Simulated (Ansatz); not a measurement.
CH$_{6}$BGe, SMILES `C[B][GeH3]` radical, relaxed with UKS PBE0-D4/def2-TZVP in the Gaussian-basis code of Ansatz from a PBE-D4/def2-SVP geometry. The force threshold is 0.005 eV/Å; the program also tests the step.

Charge 0, multiplicity 2.

Start:

```xyz
9

C    -1.175    1.183   -0.385
B    -0.182    0.416    0.515
Ge    1.144   -1.135    0.386
H    -0.925    2.268   -0.357
H    -2.191    1.126    0.069
H    -1.242    0.861   -1.448
H     0.682   -2.260    1.357
H     2.541   -0.666    0.882
H     1.347   -1.792   -1.019
```

Task: By how much does the energy fall, and how many steps does the optimiser take? (Best estimate.)

Result: Ansatz gave: 0.04 eV, in 27 steps, 1 of them rejected.

Task: Which bonds change most? (Best estimate.)

Result: Computed: C1–H4 from 1.115 to 1.093 Å; C1–H6 from 1.113 to 1.096 Å; Ge3–H7 from 1.556 to 1.540 Å; Ge3–H9 from 1.564 to 1.549 Å.

Task: Give the relaxed structure. (An estimate is asked.)

Result: Computed: 
```xyz
9

C    -1.095    1.241   -0.379
B    -0.071    0.535    0.517
Ge    1.095   -1.137    0.402
H    -1.308    2.281   -0.118
H    -2.028    0.677   -0.205
H    -0.893    1.163   -1.453
H     0.700   -2.104    1.532
H     2.562   -0.731    0.634
H     1.037   -1.925   -0.930
```
